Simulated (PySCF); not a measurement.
Species: C₂H₅F₂OSi₂ (doublet state).
Numbering: `[F:1][C@@H:2]1[CH:3][Si@@H:4]([F:5])[O:6][SiH2:7]1` (hydrogens: H8 on C2; H9 on C3; H10 on Si4; H11, H12 on Si7)

Structure used (GFN2-xTB), in Å, numbered top down from 1:
```
atom  x, y, z in Å
F1     0.7199    1.9662    1.3454
C2     0.5082    1.1138    0.2737
C3    -0.9106    0.9171   -0.0243
Si4   -1.2883   -0.7542   -0.7093
F5    -1.3885   -0.8041   -2.3126
O6     0.1536   -1.4811   -0.3482
Si7    1.2974   -0.6755    0.4683
H8     1.0340    1.5856   -0.5700
H9    -1.6118    1.5814    0.4523
H10   -2.3410   -1.6014   -0.1991
H11    2.5433   -0.7826   -0.2712
H12    1.2850   -1.0658    1.8690
```

The hyperfine couplings belong to this conformer and change with its torsions.

Computed, not measured: UKS B3LYP, pcH-1 on C F H O Si, non-relativistic, mean-field spin-orbit, GIAO (PySCF). The structure is a single GFN2-xTB conformer in the gas phase; no vibrational or solvent corrections. The geometry wasn't refined by DFT: couplings that depend on bond lengths, twists or pyramidal angles can differ widely from those at the functional's own minimum. Stability of the SCF solution: not tested.

Mulliken spin populations: F1 +0.008, C2 -0.063, C3 +0.934, Si4 +0.017, F5 +0.004, O6 +0.012, Si7 +0.043, H8 +0.068, H9 -0.037, H10 +0.005, H11 +0.005, H12 +0.005.

Problem. Give the computed dipolar 1H tensors of H8, H10, H11, H12.

Solution. 
| atom | position | distance from C3 (Å) | T1 (MHz) | T2 | T3 |
| --- | --- | --- | --- | --- | --- |
| H8 | β, 2 bonds from C3 | 2.13 | -7.09 | -2.42 | 9.51 |
| H10 | β, 2 bonds from C3 | 2.90 | -3.12 | -2.25 | 5.37 |
| H11 | γ, 3 bonds from C3 | 3.86 | -1.82 | -1.27 | 3.10 |
| H12 | γ, 3 bonds from C3 | 3.51 | -1.91 | -1.59 | 3.50 |

Problem. Estimate them with point dipoles: put each population ρk at its nucleus, leave out the nucleus itself and the atom bound to it, and sum T = Σ [ρk/(2S)]·C·(3 n nᵀ − 1)/r³ with C = μ0 gₑ μB g_N μN/(4π h) = 79.06 MHz Å³.

Solution. 
```
atom  T1 (MHz)     T2     T3  T3, computed  difference in T3 (%)
  H8     -7.69  -7.24  14.93          9.51                   +57
 H10     -3.01  -2.87   5.88          5.37                   +10
 H11     -1.37  -1.12   2.50          3.10                   -19
 H12     -1.63  -1.54   3.17          3.50                    -9
```

Problem. If all the spin sat on C3, T∥ = 2C/r³. What distance does the computed T3 of H11 then imply?

Solution. r = (2 × 79.06/3.10)^(1/3) = 3.71 Å, against 3.86 Å in the structure.
